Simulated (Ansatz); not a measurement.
Start from `[BH2][AlH][SiH3]` and change one atom or group to get `[SiH3][BH][AlH][SiH3]`.

Ansatz, PBE0-D4/def2-TZVP geometries, multiplicity 1. Each molecule was computed in one conformer, which needn't be the lowest.

```
                                          property  `[BH2][AlH][SiH3]`
               LUMO energy (B3LYP/def2-TZVPP) / eV               -2.59
size of the dipole moment (ωB97M-V/def2-TZVPP) / D                0.73
    size of the dipole moment (PBE/def2-TZVPP) / D                0.46
                 LUMO energy (PBE/def2-TZVPP) / eV               -3.39
                 HOMO energy (PBE/def2-TZVPP) / eV               -6.15
              HOMO–LUMO gap (PBE0/def2-TZVPP) / eV                4.78
```

(1) Give the same properties after the change, and the shifts. (Best estimate.)

Results:

(1) Computed: 
```csv
property,`[SiH3][BH][AlH][SiH3]`,shift
LUMO energy (B3LYP/def2-TZVPP) / eV,-2.96,-0.37
size of the dipole moment (ωB97M-V/def2-TZVPP) / D,0.84,0.11
size of the dipole moment (PBE/def2-TZVPP) / D,0.57,0.11
LUMO energy (PBE/def2-TZVPP) / eV,-3.74,-0.35
HOMO energy (PBE/def2-TZVPP) / eV,-6.05,0.10
HOMO–LUMO gap (PBE0/def2-TZVPP) / eV,4.27,-0.51
```

With PBE0 the HOMO rises by 0.10 eV and the LUMO falls by 0.41 eV, so the gap narrows by about 0.51 eV. PBE moves the HOMO by 0.10 eV and ωB97M-V by 0.10 eV. Dipoles are sizes alone; their direction can turn.

B3LYP here is the variant with VWN-RPA as its local correlation; programs differ in this.
